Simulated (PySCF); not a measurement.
**Dipole moment and polarisability of (AgF)2 ring**

Species: (AgF)2 ring, Ag2F2 (singlet state).
Cartesian coordinates in Å at the PBE0-D3(BJ)/def2-SVP level; atoms count from 1:
```
atom  x, y, z in Å
Ag1   -1.0382   -0.0188    1.1026
F2     0.8016    1.0995    0.7786
Ag3    1.0385    0.0184   -1.1024
F4    -0.8018   -1.0992   -0.7788
```

Level: wB97X-D/def2-SVPD (PySCF), static field, nuclei fixed, core orbitals frozen in the response. The polarisability tensor in these axes (au):

```
x   42.13  1.06 -7.15
y    1.06 35.38  0.78
z   -7.15  0.78 43.05
```

**Question.** What are the eigenvalues, a third of the trace, and Δα (Δα² = ½Σ(αi − αj)² over the three pairs)?

**Answer.** Principal values 34.09, 36.71 and 49.76 au; mean 40.19 au = 5.95 Å³ = 6.63 × 10⁻⁴⁰ C²·m²/J; Δα = 14.53 au (36 % of the mean).

**Question.** What is the dipole moment?

**Answer.** 0.00 D; point group D2h allows none.

**Question.** Find the Langevin capture rate constant for H3O+ (19.018 u) meeting this molecule (251.807 u), k = 2.342 × 10⁻⁹ cm³/s × √(α in Å³ / reduced mass in u).

**Answer.** The reduced mass is 17.68 u, so k = 1.36 × 10⁻⁹ cm³/s.

**Question.** Sum over states: ᾱ = Σ f/ω², ω in Eh. What share falls to these 10 lowest TDDFT singlets (eV, f)? 3.68, 0.0002; 3.77, 0.0000; 4.28, 0.0560; 4.38, 0.0000; 4.61, 0.0000; 4.62, 0.0286; 4.71, 0.0000; 4.73, 0.0009; 4.75, 0.0000; 4.78, 0.0000.

**Answer.** They add up to 3.29 au, 8.2 % of the 40.19 au; the largest single term is 2.26 au, from the state at 4.28 eV. Terms in order: 0.01, 0.00, 2.26, 0.00, 0.00, 0.99, 0.00, 0.03, 0.00, 0.00 au. Higher excitations give the rest. The strengths listed sum to 0.086.

**Question.** Directions of the eigenvectors, and the extent of the frame along each?

**Answer.** Largest value along (-0.68, -0.01, 0.73), where the nuclei span 3.03 Å; middle along (0.51, 0.70, 0.49), 3.14 Å; least along (-0.52, 0.71, -0.47), 0.00 Å. 

**Question.** What depolarisation ratio follows for Rayleigh scattering of linearly polarised light, taking the static tensor?

**Answer.** ρ = 3Δα²/(45ᾱ² + 4Δα²) = 633.6/(72672 + 844.8) = 0.00862.

**Question.** What molar refraction does this α imply?

**Answer.** Lorentz–Lorenz: R = (4π/3)N_A α = 2.5225 cm³/(mol·Å³) × 5.95 Å³ = 15.0 cm³/mol, in the limit of long wavelengths.

Geometry: PBE0-D3(BJ)/def2-SVP; no solvent, vibrations or thermal averaging. Atoms past krypton carry effective core potentials; spin–orbit coupling is left out.

Note: wB97X-D ran without an empirical dispersion term, which enters the total energy and its gradient alone.
